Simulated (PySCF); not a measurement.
# State search for CaTl⁺

Unrestricted PBE0; Ca def2-SVPD, Tl def2-SVPD with ECP60; scalar-relativistic core potentials (PySCF 2.14). Outer shells of the fragments: Ca 4s2; Tl+ 5d10 6s2.

Followed along the bond (rough minima from three points):

| 2Ms+1 | unpaired | ⟨S²⟩ at the start | R at minimum (Å) | Te (eV) |
| --- | --- | --- | --- | --- |
| 1 | none | 0.00 | 3.69 | 0.00 |
| 3 | σ ↑, π ↑ | 2.00 | 3.22 | 0.91 |
| 1 | σ ↑, π ↓ | 1.00 | 3.23 | 1.19 |
| 3 | σ ↑↑ | 2.00 | none in the scan | ≤ 0.88 |

Solutions found at the starting distance of 3.120 Å, counted from the lowest of them; the search is not exhaustive and high or unbound solutions are not listed, so other states can lie among these:

```tsv
2Ms+1	unpaired	term	E (eV)	⟨S²⟩	⟨Lz²⟩	μ (D)
1	none	¹Σ⁺	0.00	0.00	0.00	-8.18
3	σ ↑, π ↑	³Π	0.62	2.00	1.00	-10.41
3	σ ↑↑	³Σ⁺	0.90	2.00	0.00	-6.93
1	σ ↑, π ↓	mixed	0.90	1.00	1.01	-9.96
3	π ↑↑	³Σ⁻	1.87	2.00	0.00	-12.41
3	σ ↑, δ ↑	³Δ	2.02	2.00	4.00	-7.38
1	π ↑↓	mixed	2.04	1.00	2.00	-12.43
1	σ ↑, δ ↓	mixed	2.12	1.00	4.00	-7.94
1	none	mixed	2.46	0.00	2.00	-12.36
```

A term symbol is given only where ⟨S²⟩ and ⟨Lz²⟩ are close to those of a pure state; real π, δ and φ orbitals otherwise mix terms. A positive dipole points towards Tl; it is taken about the centre of mass and depends on that origin.

Spin–orbit coupling is left out. Counting both spins, an empty level lies below a filled one in some of these solutions, because spin and occupation are held.
